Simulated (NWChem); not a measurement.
AlHCl2; SMILES [Cl][AlH][Cl]

All runs: NWChem. The level has its own optimisation; frequencies are unscaled.

Q: What does the run give for Hartree-Fock/STO-3G? Quantities: r Al–H (Å); r Al–Cl (Å); highest harmonic frequency (cm⁻¹); lowest (cm⁻¹); zero-point energy (kcal/mol); dipole (D).

A: 
* **r Al–H (Å)**: 1.463
* **r Al–Cl (Å)**: 2.062
* **highest harmonic frequency (cm⁻¹)**: 2761
* **lowest (cm⁻¹)**: 193
* **zero-point energy (kcal/mol)**: 8.0
* **dipole (D)**: 2.92
